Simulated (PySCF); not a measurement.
C₄H₇FO₂, SMILES C=C(F)OCCO. Coordinates come from a PBE-D3(BJ)/def2-SVP optimisation. This is a generated structure with no PubChem entry under its InChIKey; it may be hypothetical. Other conformers were not sampled.

Q: Give the equilibrium geometry at PBE-D3(BJ)/def2-SVP (PySCF confirms it by a frequency run) as bond lengths and angles. (Estimate from the structure and the level; the computed values follow.)

A: One answer among several that fit: 
Atoms: C1 C2 F3 O4 C5 C6 O7 H8 H9 H10 H11 H12 H13 H14. Bonded distances (Å): C1–C2 1.342, C1–H8 1.096, C1–H9 1.096, C2–F3 1.350, C2–O4 1.343, O4–C5 1.447, C5–C6 1.518, C5–H10 1.110, C5–H11 1.113, C6–O7 1.409, C6–H12 1.110, C6–H13 1.119, O7–H14 0.977. Bond angles (°): C2–C1–H8 119.6, C2–C1–H9 120.0, H8–C1–H9 120.5, C1–C2–F3 121.9, C1–C2–O4 125.2, F3–C2–O4 112.9, C2–O4–C5 117.4, O4–C5–C6 105.9, O4–C5–H10 110.3, O4–C5–H11 109.0, C6–C5–H10 111.7, C6–C5–H11 110.6, H10–C5–H11 109.2, C5–C6–O7 112.1, C5–C6–H12 108.7, C5–C6–H13 108.5, O7–C6–H12 107.8, O7–C6–H13 112.5, H12–C6–H13 107.1, C6–O7–H14 105.5.
Charge 0, spin multiplicity 1.
